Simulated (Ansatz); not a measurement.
Calculated with Ansatz (gas phase, PBE0-D4/def2-TZVP geometries, no zero-point term in ΔE). CCSD(T)/CBS adds triple-zeta CCSD(T) − MP2 to the extrapolated MP2 energy (def2 sets, frozen cores). This one scheme is used for every species. DFT in def2-TZVPP. B3LYP here is the variant with VWN-RPA as its local correlation; programs differ in this. One conformer a species, not always the lowest.

`[SiH3][BH][AlH][SiH3]` + `[SiH3]S` → `[SiH3]BS[SiH3]` + `[AlH2][SiH3]`  (cleavage of the B–Al bond)

| level | ΔE (kcal/mol) | difference from CCSD(T)/CBS |
| --- | --- | --- |
| PBE-D4 | -25.8 | 0.9 |
| r2SCAN-D4 | -26.3 | 0.4 |
| PBE0-D4 | -25.9 | 0.8 |
| B3LYP-D4 | -26.7 | 0.0 |
| ωB97M-V | -26.9 | -0.2 |
| B2PLYP | -27.2 | -0.5 |
| PBE | -25.2 | 1.5 |
| r2SCAN | -26.2 | 0.5 |
| PBE0 | -25.4 | 1.3 |
| B3LYP | -25.7 | 1.0 |
| HF/def2-TZVPP | -25.2 | 1.5 |
| HF/def2-QZVPP | -25.1 | 1.6 |
| MP2/def2-QZVPP | -29.3 | -2.6 |
| HF/CBS(def2) | -25.0 | 1.7 |
| MP2/CBS(def2) | -29.4 | -2.7 |
| CCSD/CBS(def2) | -25.8 | 0.9 |
| CCSD(T)/CBS | -26.7 | 0 |

Largest T1 diagnostic among the species: 0.015.

The D4 term adds −1.0 kcal/mol with B3LYP and −0.5 kcal/mol with PBE0; it sums over pairs of atoms, weighted by their polarisabilities, and B3LYP, whose exchange is more repulsive, gets the larger term. In def2-TZVPP, CCSD(T) changes the Hartree–Fock value by −1.5 kcal/mol (the triples alone add −0.9 kcal/mol) and MP2 by −4.2 kcal/mol.
